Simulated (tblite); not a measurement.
Start geometry of `COCC(=O)[C@@H]1[CH]C1` [radical] from a force field or distance geometry (Å):
```
atom  x, y, z in Å
C1    -2.6230    0.3469   -0.4702
O2    -1.6343   -0.4620   -1.0756
C3    -0.8505   -1.1682   -0.0923
C4     0.1636   -0.2863    0.6116
O5     0.1811   -0.1435    1.8456
C6     1.1537    0.3778   -0.2576
C7     2.3796   -0.3717   -0.5022
C8     2.4976    0.8398    0.2859
H9    -3.1829    0.8432   -1.2678
H10   -2.1849    1.1157    0.1715
H11   -3.3320   -0.2635    0.1096
H12   -1.5157   -1.6490    0.6439
H13   -0.3193   -1.9612   -0.6006
H14    0.7576    0.8945   -1.1197
H15    2.8127   -0.4804   -1.4808
H16    2.9804    1.6738   -0.1823
H17    2.7092    0.7060    1.3376
```

Q: What comes out of this run: tblite 0.8.0, GFN2-xTB geometry optimisation, gas phase?

A: 
```
atom  x, y, z in Å
C1    -2.2987    0.5717   -0.4370
O2    -1.6088   -0.5217   -0.9981
C3    -0.9778   -1.3285   -0.0369
C4     0.2823   -0.7061    0.5728
O5     0.5780   -0.8796    1.7292
C6     1.0866    0.0882   -0.3868
C7     2.5440   -0.1370   -0.4554
C8     2.1025    1.0666    0.2130
H9    -2.7076    1.1376   -1.2716
H10   -1.6317    1.2127    0.1502
H11   -3.1156    0.2289    0.2083
H12   -1.6673   -1.6017    0.7742
H13   -0.6697   -2.2410   -0.5587
H14    0.5517    0.3215   -1.3031
H15    3.1651   -0.3212   -1.3041
H16    2.2476    2.0439   -0.2366
H17    2.1126    1.0779    1.2970
```

The energy falls by 32.2 kJ/mol over 96 L-BFGS steps, the largest force on an atom goes from 3.04 to 0.009 eV/Å, and the atoms move by 0.512 Å rms after alignment. The bond that changes most is O2–C3 (ends: oxygen bonded to 2 C; carbon bonded to C, O and 2 H), which shortens by 0.038 Å. Bonds longer at the end by more than 0.005 Å: 7 of 17; shorter: 4. Among the angles that change most is C8–C7–H15, from 123.1° to 133.5°. Among the dihedrals that turn most is C3–C4–C6–C7, from -90° to -132°. Rotational constants go from 3964, 1266, 1139 to 3523, 1381, 1212 MHz. The orientation of the end geometry is arbitrary; only internal coordinates are fixed.

Its GFN2-xTB frequencies are all real (lowest 57 cm⁻¹). 3 starts were optimised and ended at 0.00, 0.00 and 4.07 kcal/mol (GFN2-xTB); the lowest of these is shown.

One conformer stands for the species.

These are computed values.
